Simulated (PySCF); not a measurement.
Xe(2+): excitation energy

Xe(2+) [Kr] 4d10 5s2 5p4 (3P) → Xe(2+) [Kr] 4d10 5s1 5p5 (3P), as a difference of total energies. All numbers are calculated (PySCF 2.14, scalar relativity by spin-free X2C-1e, in aug-cc-pVQZ-DK3). Correlated levels: valence: [Kr] 4d10 frozen. The calculations carry no spin-orbit coupling.

| method | excitation energy (eV) |
| --- | --- |
| UHF | 14.006 |
| MP2 (valence) | 12.952 |
| SCS-MP2 (valence) | 12.809 |
| CCSD (valence) | 12.097 |
| CCSD(T) (valence) | 11.726 |

How much does correlation contribute at CCSD(T) (valence)?

11.726 − (14.006) = -2.280 eV, measured against UHF.

A first-order spin-orbit estimate (lowest level to lowest level, LS coupling) adds -0.022 eV.

The coupled-cluster amplitudes are large for the upper state (T1 above 0.03 or a double amplitude above 0.15), so a single reference is strained.
